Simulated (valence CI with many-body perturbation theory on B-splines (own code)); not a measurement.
Forbidden lines of Ir⁵⁶⁺

Method: configuration interaction combined with many-body perturbation theory (CI+MBPT): three valence electrons over a frozen Dirac-Fock core [Ar], a basis of 9 s, 9 p, 10 d, 8 f, 5 g, 3 h, 1 i functions for each j, with the one-electron correlation potential Σ1 (screened to all orders), the two-electron term Σ2, the three-electron term Σ3, Breit, model QED; selected single and double excitations, second order for the rest (own B-spline code, finite nucleus).

The last digits are not significant, and no measured levels were compared; by estimate large intervals hold to a few tenths of a per cent, small ones and those within an open d or f shell to about a per cent. The list stops below the first excitations out of the core. Only levels of the ground parity were solved; by the run's estimate the other parity begins above the list, which can be wrong where configurations are misplaced.

Lines 1 to 36 of 36 in falling wavelength, among levels below 244.71 eV, chosen from the decays that carry over 1 % of a level's rate. Wavelengths and rates use the calculated energies. Electric multipoles are in the length gauge, E1 and E2 with the static RPA response of the core. Weak lines are less certain than strong ones. Lines between different terms over intervals too small for the method are left out, as are lines whose strength nearly cancels. The highest levels of a list are the least certain. Branching is blank where the lifetime is uncertain.

Levels are named by their leading jj configuration (3d3/2^4 stands for four electrons in 3d with j = 3/2), which in mixed levels can hold well under half, so a name can repeat and another be missing. Letters in brackets count levels of one name in rising energy.

```
λ vac (nm)                      Upper                      Lower  Type   A (s⁻¹)  Branch %
     120.9      (3d3/2^2 3d5/2) J=9/2  (3d3/2^2 3d5/2) J=5/2 [a]    E2  4.30e-04          
     116.6      (3d3/2^2 3d5/2) J=7/2  (3d3/2^2 3d5/2) J=5/2 [a]    M1  7.13e+03      88.8
     46.49  (3d3/2^2 3d5/2) J=5/2 [b]      (3d3/2^2 3d5/2) J=7/2    M1  1.14e+04       2.1
     40.30  (3d3/2^2 3d5/2) J=5/2 [b]      (3d3/2^2 3d5/2) J=3/2    M1  3.90e+04       7.2
     33.24  (3d3/2^2 3d5/2) J=5/2 [b]  (3d3/2^2 3d5/2) J=5/2 [a]    M1  1.46e+04       2.7
     19.76  (3d3/2 3d5/2^2) J=3/2 [a]  (3d3/2^2 3d5/2) J=5/2 [b]    M1  2.42e+05       1.9
     18.45  (3d3/2 3d5/2^2) J=5/2 [a]  (3d3/2^2 3d5/2) J=5/2 [b]    M1  1.26e+06      18.6
     16.12  (3d3/2 3d5/2^2) J=5/2 [b]  (3d3/2^2 3d5/2) J=5/2 [b]    M1  2.12e+06      50.5
     16.10  (3d3/2 3d5/2^2) J=7/2 [b]  (3d3/2^2 3d5/2) J=5/2 [b]    M1  4.78e+05      14.7
     15.72  (3d3/2 3d5/2^2) J=7/2 [a]      (3d3/2^2 3d5/2) J=7/2    M1  2.15e+06      19.7
     15.40  (3d3/2^2 3d5/2) J=5/2 [a]            (3d3/2^3) J=3/2    M1  6.24e+06     100.0
     14.80      (3d3/2 3d5/2^2) J=9/2      (3d3/2^2 3d5/2) J=7/2    M1  2.33e+06      36.1
     14.73      (3d3/2 3d5/2^2) J=9/2      (3d3/2^2 3d5/2) J=9/2    M1  4.13e+06      63.9
     14.24      (3d3/2^2 3d5/2) J=3/2            (3d3/2^3) J=3/2    M1  4.98e+06     100.0
     14.12  (3d3/2 3d5/2^2) J=3/2 [a]      (3d3/2^2 3d5/2) J=1/2    M1  1.33e+06      10.5
     13.85  (3d3/2 3d5/2^2) J=7/2 [a]  (3d3/2^2 3d5/2) J=5/2 [a]    M1  8.75e+06      80.2
     13.63      (3d3/2 3d5/2^2) J=1/2      (3d3/2^2 3d5/2) J=1/2    M1  7.76e+06      93.8
     13.60      (3d3/2^2 3d5/2) J=7/2            (3d3/2^3) J=3/2    E2  8.98e+02      11.2
     13.37      (3d3/2^2 3d5/2) J=1/2            (3d3/2^3) J=3/2    M1  1.85e+06      99.7
     13.26  (3d3/2 3d5/2^2) J=3/2 [a]      (3d3/2^2 3d5/2) J=3/2    M1  7.62e+06      60.3
     13.21  (3d3/2 3d5/2^2) J=5/2 [a]      (3d3/2^2 3d5/2) J=7/2    M1  3.65e+05       5.4
     13.19     (3d3/2 3d5/2^2) J=11/2      (3d3/2^2 3d5/2) J=9/2    M1  2.50e+06      99.9
     12.83      (3d3/2 3d5/2^2) J=1/2      (3d3/2^2 3d5/2) J=3/2    M1  4.91e+05       5.9
     12.65  (3d3/2 3d5/2^2) J=5/2 [a]      (3d3/2^2 3d5/2) J=3/2    M1  4.37e+06      64.3
     12.55  (3d3/2 3d5/2^2) J=3/2 [b]  (3d3/2^2 3d5/2) J=5/2 [b]    M1  4.15e+06      69.5
     12.39  (3d3/2 3d5/2^2) J=3/2 [a]  (3d3/2^2 3d5/2) J=5/2 [a]    M1  3.41e+06      27.0
     11.97  (3d3/2 3d5/2^2) J=5/2 [b]      (3d3/2^2 3d5/2) J=7/2    M1  1.90e+06      45.3
     11.96  (3d3/2 3d5/2^2) J=7/2 [b]      (3d3/2^2 3d5/2) J=7/2    M1  1.33e+06      40.7
     11.92  (3d3/2 3d5/2^2) J=7/2 [b]      (3d3/2^2 3d5/2) J=9/2    M1  1.15e+06      35.3
     11.86  (3d3/2 3d5/2^2) J=5/2 [a]  (3d3/2^2 3d5/2) J=5/2 [a]    M1  7.81e+05      11.5
     10.85  (3d3/2 3d5/2^2) J=5/2 [b]  (3d3/2^2 3d5/2) J=5/2 [a]    M1  1.19e+05       2.8
     10.85  (3d3/2 3d5/2^2) J=7/2 [b]  (3d3/2^2 3d5/2) J=5/2 [a]    M1  2.72e+05       8.4
     10.52  (3d3/2^2 3d5/2) J=5/2 [b]            (3d3/2^3) J=3/2    M1  4.71e+05      87.6
     10.01  (3d3/2 3d5/2^2) J=3/2 [b]      (3d3/2^2 3d5/2) J=1/2    M1  8.14e+04       1.4
     9.571  (3d3/2 3d5/2^2) J=3/2 [b]      (3d3/2^2 3d5/2) J=3/2    M1  5.62e+05       9.4
     9.111  (3d3/2 3d5/2^2) J=3/2 [b]  (3d3/2^2 3d5/2) J=5/2 [a]    M1  1.08e+06      18.1
```
